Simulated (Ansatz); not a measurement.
`C#C[SiH](C#C)C#C` and `C#C[SiH2]C#C` differ in one atom or group.

Ansatz, PBE0-D4/def2-TZVP geometries, multiplicity 1. 

```csv
property,`C#C[SiH](C#C)C#C`
LUMO energy (B3LYP/def2-TZVPP) / eV,-0.88
HOMO–LUMO gap (ωB97M-V/def2-TZVPP) / eV,11.80
size of the dipole moment (ωB97M-V/def2-TZVPP) / D,0.63
HOMO–LUMO gap (PBE0/def2-TZVPP) / eV,7.52
"ideal-gas entropy at 298 K and 1 bar (rigid rotor, harmonic PBE0-D4/def2-TZVP) / J/(mol·K)",370
LUMO energy (PBE/def2-TZVPP) / eV,-1.61
```

(1) Give the same properties after the change, and the shifts. (Estimate.)

Answers

(1) Ansatz gave: 
| property | `C#C[SiH2]C#C` | shift |
| --- | --- | --- |
| LUMO energy (B3LYP/def2-TZVPP) / eV | -0.65 | 0.23 |
| HOMO–LUMO gap (ωB97M-V/def2-TZVPP) / eV | 12.05 | 0.25 |
| size of the dipole moment (ωB97M-V/def2-TZVPP) / D | 0.63 | 0.00 |
| HOMO–LUMO gap (PBE0/def2-TZVPP) / eV | 7.78 | 0.26 |
| ideal-gas entropy at 298 K and 1 bar (rigid rotor, harmonic PBE0-D4/def2-TZVP) / J/(mol·K) | 323 | -47 |
| LUMO energy (PBE/def2-TZVPP) / eV | -1.41 | 0.20 |

The zero-point energy changes by -29.9 kJ/mol with -6 modes. Dipoles are sizes alone; their direction can turn.

B3LYP here is the variant with VWN-RPA as its local correlation; programs differ in this.
